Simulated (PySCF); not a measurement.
29Si chemical shifts

Rapidly exchanging positions averaged, relativity neglected, no solvent model, one computed conformer. Geometry: GFN2-xTB; shieldings: GIAO PBE0/pcSseg-1; PySCF.

Shieldings were converted by a linear fit to measured shifts: 29Si: δ = 279.94 − 0.822σ (rms 8.9 ppm, 72 shifts, 25.8 ppm with the 6 outliers that the fit left out vs TMS, solution or neat liquid). Occasional misses reach two or three times the rms, and more in compound classes unlike the fitted ones.

**Question.** Order these by 29Si shift, lowest first.
A. C/N=C/CO[SiH3]
B. C=C[C@@H]1C=C[C@H](NC)[SiH2]1
C. CCC[Si@H]1C[C@@H](C#N)C1
D. CC#C[Si@@H](/C=C\C)NC
E. C#C[C@@H]1C[Si@@H](N)C[C@@H]1C

**Answer.** D (-53.1 ppm, silicon bonded to 2 C, N, H), A (-36.5 ppm, silicon bonded to O, 3 H), B (-23.5 ppm, silicon bonded to 2 C, 2 H, in a 5-membered ring), C (-14.9 ppm, silicon bonded to 3 C, H, in a 4-membered ring), E (-4.8 ppm, silicon bonded to 2 C, N, H, in a 5-membered ring).
